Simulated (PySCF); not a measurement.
PySCF 2.14 output of a UHF calculation on a single atom or ion in cc-pVTZ-DK (7s6p4d2f1g, 68 functions), with the spin-free X2C one-electron Hamiltonian (Gaussian nucleus):

```
SCF conv_tol = 1e-09
number electrons alpha = 12  beta = 10
cycle= 1 E= -852.747278524368  delta_E= -0.00643  |g|= 0.0284  |ddm|= 0.0454
cycle= 2 E= -852.747494478557  delta_E= -0.000216  |g|= 0.00554  |ddm|= 0.0118
cycle= 3 E= -852.747504883007  delta_E= -1.04e-05  |g|= 0.000477  |ddm|= 0.0156
cycle= 4 E= -852.747505192388  delta_E= -3.09e-07  |g|= 0.000247  |ddm|= 0.00115
cycle= 5 E= -852.747505255209  delta_E= -6.28e-08  |g|= 3.64e-05  |ddm|= 0.00302
cycle= 6 E= -852.747505256965  delta_E= -1.76e-09  |g|= 5.16e-06  |ddm|= 0.000485
cycle= 7 E= -852.747505257032  delta_E= -6.73e-11  |g|= 1.49e-06  |ddm|= 9.45e-05
converged SCF energy = -852.747505257032  <S^2> = 2.0082643  2S+1 = 3.0055045
```

The run itself started from symmetry-adapted Hartree-Fock orbitals and held the occupation by maximum overlap, so the iterations belong to that start.

Q: Which element, charge and spin multiplicity is this?

A: Ti (titanium, neutral), multiplicity 3; the state was [Ar] 3d2 4s2, high-spin 3F determinant.
